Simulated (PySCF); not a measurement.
## PtSe₂⁻: from structure and modes to constants

These are results of PySCF, UPBE0, basis Pt def2-SVPD with ECP60, Se def2-SVPD (scalar-relativistic core potentials, no spin–orbit coupling, density fitting), not measurements.

The doublet minimum has C2v symmetry. Masses (u): Pt 194.96477, Se 79.91652.

```xyz
3
charge -1 multiplicity 2, angstrom
Pt    0.0000    0.0000   -0.2676
Se    2.1787    0.0000    0.3078
Se   -2.1787    0.0000    0.3078
```

Harmonic wavenumbers (cm⁻¹): 33.6 (a1, ×1), 282.0 (a1, ×1), 326.3 (b2, ×1).

**Question.** Find the principal moments of inertia and the rotational constants. What kind of rotor is it?

**Answer.** About the centre of mass I = 29.082, 758.7, 787.78 u Å². With B = 16.8576/I this gives 0.5797, 0.02222, 0.0214 cm⁻¹. The molecule is an asymmetric top with κ = -1.00.

**Question.** Give the standard entropy (298.15 K, 1 bar) by its translational, rotational, vibrational and spin parts, and Cp.

**Answer.** Sackur–Tetrode with M = 354.80 u gives 182.1; rotation with symmetry number 2 gives 112.1; vibration 35.2; spin R ln 2 = 5.8. The total is 335.1 J/(mol K), and Cp = 4 R + 22.2 = 55.5 J/(mol K).

Only a few start shapes were tried, so a lower isomer may exist. Other spin states or occupations of the open shell can lie lower. The lowest empty level of this anion is unbound, so it and the gap depend on the basis. With an element this heavy the missing spin–orbit coupling can shift these numbers.
